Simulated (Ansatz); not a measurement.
The same path of C3H12Si2 (17 atoms, charge 0, multiplicity 1) was run twice with different band settings. The coordinate that changes most is the dihedral Si2–C3–Si5–H15.

All numbers below come from Ansatz, RKS LDA/def2-SVP.

Relaxed end points:

```xyz
17
Properties=species:S:1:pos:R:3
C -1.772 0.347 -1.745
Si -0.872 -0.752 -0.527
C 0.712 0.062 0.085
C 0.431 1.416 0.724
Si 1.621 -1.077 1.268
H -2.015 1.330 -1.286
H -2.725 -0.118 -2.074
H -1.149 0.530 -2.646
H -0.543 -2.080 -1.167
H -1.756 -1.016 0.671
H 1.376 0.175 -0.806
H 1.361 1.925 1.066
H -0.226 1.313 1.617
H -0.084 2.115 0.026
H 1.959 -2.392 0.613
H 2.900 -0.429 1.743
H 0.761 -1.349 2.478
```

```xyz
17
Properties=species:S:1:pos:R:3
C -1.998 0.488 -1.441
Si -1.098 -0.596 -0.208
C 0.711 -0.098 -0.056
C 0.859 1.366 0.337
Si 1.598 -1.224 1.157
H -1.938 1.557 -1.145
H -3.072 0.212 -1.500
H -1.559 0.382 -2.455
H -1.191 -2.045 -0.621
H -1.739 -0.457 1.154
H 1.176 -0.290 -1.054
H 1.925 1.681 0.406
H 0.399 1.566 1.332
H 0.365 2.051 -0.389
H 3.052 -0.833 1.271
H 0.975 -1.094 2.526
H 1.517 -2.666 0.725
```

Common settings: spring 5.0 eV/Å²; optimiser quadratic models (default); start path IDPP; force threshold 0.05 eV/Å; iteration limit 60; end points relaxed.

| run | movable images | climbing image |
| --- | --- | --- |
| 1 | 7 | yes |
| 2 | 6 | no |

**Question.** What does each run give, and how far can it be trusted?

**Answer.** Run 1: converged after 4 iterations, highest image 0.074 eV above the first end. A vibrational analysis at the climbing image gives one clearly imaginary mode, 132i cm⁻¹: a first-order saddle point.
Run 2: converged after 4 iterations, highest image 0.070 eV above the first end. No image climbed, so the highest image needn't sit at the top of the path.
